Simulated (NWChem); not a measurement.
System: BNH4O; SMILES NBO

Here is an NWChem input.

```
start job
memory heap 200 mb stack 900 mb global 1100 mb
geometry units angstroms noautosym nocenter noautoz
  B     -0.491709    -0.057021     0.000000
  H     -1.701693    -0.069952     0.000000
  O      0.134649    -1.270249     0.000000
  H      1.095013    -1.213719     0.000000
  N      0.180534     1.178576     0.000000
  H     -0.324386     2.053198     0.000000
  H      1.185835     1.293574     0.000000
end
basis spherical
  * library 6-31g*
end
dft
  xc b3lyp
  iterations 150
end
property
  shielding
end
task dft property
```

All runs use the structure optimised with PBE0/def2-SVP. B3LYP is NWChem's, with the RPA form of VWN correlation.

GIAO values for the isolated, static molecule; σ is the absolute isotropic shielding, δ = σ(reference) − σ with the isolated reference molecule computed at the same levels (11B: boron trifluoride, 1H: tetramethylsilane, 15N: ammonia, 17O: water).

Atoms are numbered as in the input.

### Question
What results follow from this input? (B3LYP/6-31G* (spherical d), GIAO.) Quantities: δ B1 (ppm); δ H2 (ppm); δ O3 (ppm); δ H4 (ppm); δ N5 (ppm); δ H6 (ppm); δ H7 (ppm).

### Answer
```json
{
 "δ B1 (ppm)": "12.9",
 "δ H2 (ppm)": "4.38",
 "δ O3 (ppm)": "88.6",
 "δ H4 (ppm)": "2.43",
 "δ N5 (ppm)": "58.7",
 "δ H6 (ppm)": "2.07",
 "δ H7 (ppm)": "1.39"
}
```
